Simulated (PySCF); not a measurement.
Rotational lines of BI

Lines J+1 ← J of the vibrational ground state, computed from RHF-CCSD(T) constants of BI, ¹Σ⁺ (singlet), closed shell (basis B aug-cc-pVDZ, I aug-cc-pVDZ-PP with ECP28; scalar-relativistic core potentials; PySCF 2.14; masses 11.0093 and 126.9045 u), in MHz:

| J | ν (MHz) |
| --- | --- |
| 0 | 21222.2 |
| 1 | 42444.1 |
| 2 | 63665.1 |
| 3 | 84884.9 |
| 4 | 106103.1 |

(1) Find B0 and the effective bond length r0; with αe = 0.00278 cm⁻¹, find Re.

Correlated steps freeze 5 core orbitals. Correlated levels converge slowly with the basis: in double zeta they bind strong bonds too weakly, by up to about 1 eV, and carry superposition errors of some tenths. Spin–orbit coupling is left out, which matters for elements this heavy, above all for dissociation energies. Where the molecule has an RHF reference, its open-shell atoms are computed with UHF.

Results:

(1) ν = 2B0(J+1) − 4D(J+1)³ gives B0 = 0.35395 cm⁻¹. With the reduced mass μred = 10.130 u, r0 = √(16.8576/(μred·B0)) (u, cm⁻¹, Å) = 2.1683 Å. Be = B0 + αe/2 = 0.35534 cm⁻¹ gives Re = 2.164 Å.
